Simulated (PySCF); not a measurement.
Computed shifts of a molecule C₅H₁₀O, PBE/pcSseg-1 (PySCF), GIAO, gas phase, equivalent atoms averaged, in ppm (number of nuclei): ¹³C: 72.5 (1), 23.3 (1), 19.2 (1), 7.5 (1), 1.0 (1). ¹H: 4.46 (1), 1.45 (1), 0.94 (3), 0.80 (1), 0.56 (1), 0.44 (1), 0.36 (1), -0.09 (1). References: ¹³C against TMS (σ = 182.0 ppm); ¹⁷O against H2O (σ = 334.3 ppm); ¹H against TMS (σ = 31.49 ppm), references at their B3LYP-D3(BJ)/def2-TZVP geometries, non-relativistic. Geometry optimised at PBE0-D3(BJ)/def2-SVP. The values are those of a single conformer.

Problem. Identify the compound among the candidates.
A) C[C@@H]1C(O)[C@H]1C
B) C=CCCOC
C) C[C@H](O)C1CC1
D) C=COC(C)C

Solution. C, C[C@H](O)C1CC1
